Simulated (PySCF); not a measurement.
**Electric field gradients and quadrupole coupling constants**

C7H14O2Si.
Cartesian coordinates in Å at the GFN2-xTB level; atoms count from 1:
```xyz
24
C7H14O2Si angstrom
C      2.8337   -1.6968   -1.2801
C      2.4541   -0.5511   -0.4787
C      2.1641    0.3953    0.1983
C      1.7457    1.5229    1.0014
Si     0.0541    2.2036    0.4124
O     -1.1257    1.0958    0.4743
C     -1.2654   -0.1404   -0.1899
C     -0.9529   -1.2809    0.7707
C     -2.7189   -0.1999   -0.6855
O     -3.6214   -0.0114    0.3696
H      3.1725   -1.3705   -2.2635
H      1.9810   -2.3651   -1.4053
H      3.6416   -2.2450   -0.7947
H      2.5096    2.3012    0.9502
H      1.6798    1.2037    2.0455
H      0.2276    2.7160   -0.9512
H     -0.4937    3.1685    1.3566
H     -0.5874   -0.1835   -1.0504
H     -1.0342   -2.2322    0.2526
H      0.0574   -1.1695    1.1551
H     -1.6585   -1.2661    1.5978
H     -2.9353   -1.1762   -1.1232
H     -2.8605    0.5759   -1.4539
H     -3.2791    0.7257    0.8938
```

Field gradients from the PBE0/pcSseg-1 density (PySCF, non-relativistic), principal values in atomic units, ordered |Vxx| ≤ |Vyy| ≤ |Vzz|:

```json
{"atom": "O6", "Vxx": "-0.5046", "Vyy": "-1.1181", "Vzz": "1.6227"}
{"atom": "O10", "Vxx": "0.1023", "Vyy": "1.8352", "Vzz": "-1.9374"}
```

Find the asymmetry η = (Vxx − Vyy)/Vzz and the couplings χ = eQV/h (234.96 MHz × Q in barn × V in au), with Q(17O) = −0.0256 b.

```
atom         environment  nucleus     η  χzz (MHz)  χxx (MHz)  χyy (MHz)
  O6  silyl ether oxygen      17O  0.38      -9.76       3.04       6.73
 O10      alcohol oxygen      17O  0.89      11.65      -0.62     -11.04
```

What is Vzz at O10 in SI units (1 au = 9.71736 × 10²¹ V/m²)?

-1.9374 au = -18.827 × 10²¹ V/m².

And the gradient at the other heavy atoms, for which no coupling is worked out here?

| atom | environment | Vzz (au) | η |
| --- | --- | --- | --- |
| C1 | propargylic carbon | 0.124 | 0.05 |
| C2 | alkyne carbon | -0.237 | 0.17 |
| C3 | alkyne carbon | -0.234 | 0.13 |
| C4 | sp3 carbon bound to silicon | 0.137 | 0.70 |
| Si5 | oxygen-bound silicon | 0.411 | 0.76 |
| C7 | sp3 carbon bound to oxygen | 0.429 | 0.05 |
| C8 | methyl carbon | 0.071 | 0.60 |
| C9 | carbinol carbon (C–OH) | 0.321 | 0.24 |

Were the hydrogens deuterons (Q(2H) = 0.00286 b), χzz would run from 105 kHz (H16) to 299 kHz (H24).

The structure is a single GFN2-xTB conformer in the gas phase; no vibrational or solvent corrections. GFN2-xTB bond lengths can be off by several hundredths of an ångström, more for odd bonds, and the gradients follow them. These gradients aren't converged with respect to the basis.

These values come from a run that also computed NMR shieldings. Hardware: one thread of an Arm Neoverse N1, no GPU, on a shared host. Cost: 1.9 min, 1.1 GiB resident at most.
